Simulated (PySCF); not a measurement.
**Cl⁺ (chlorine, charge +1) across methods**

[Ne] 3s2 3p3 3d1, high-spin 5D determinant (an excited configuration). All numbers are calculated (PySCF 2.14, scalar relativity by spin-free X2C-1e, in aug-cc-pVDZ-DK). The B2PLYP total includes its PT2 part (frozen core); its orbital energies are those of the SCF part.

| method | E (hartree) | mean ε 3s β (eV) | mean ε 3p α (eV) | mean ε 3d α (eV) | Σ⟨r²⟩ (bohr²) | ⟨S²⟩ |
| --- | --- | --- | --- | --- | --- | --- |
| UHF | -459.90518 | -35.781 | -29.781 | -8.084 | 22.94 | 6.001 |
| M06 | -460.4931 | -33.070 | -24.346 | -4.783 | 22.78 | 6.001 |
| MN15 | -460.5630 | -33.550 | -25.301 | -5.446 | 22.69 | 6.000 |
| M06-L | -460.4967 | -31.561 | -23.366 | -4.180 | 22.77 | 6.001 |
| B2PLYP | -460.3756 | -34.431 | -26.455 | -6.182 | 22.87 | 6.001 |
| PBE0 | -460.3722 | -33.057 | -24.770 | -5.381 | 22.82 | 6.000 |
| PBE | -460.3370 | -31.562 | -22.841 | -4.311 | 22.85 | 6.000 |
| r2SCAN | -460.4851 | -31.621 | -23.566 | -4.454 | 22.85 | 6.000 |

Estimate the same row for LDA.

E (hartree) = -458.9884; mean ε 3s β (eV) = -31.865; mean ε 3p α (eV) = -22.863; mean ε 3d α (eV) = -4.143; Σ⟨r²⟩ (bohr²) = 22.94; ⟨S²⟩ = 6.000.

The outer electron is Rydberg-like, and this basis confines it to a smaller radius and binds it less than a complete one would.
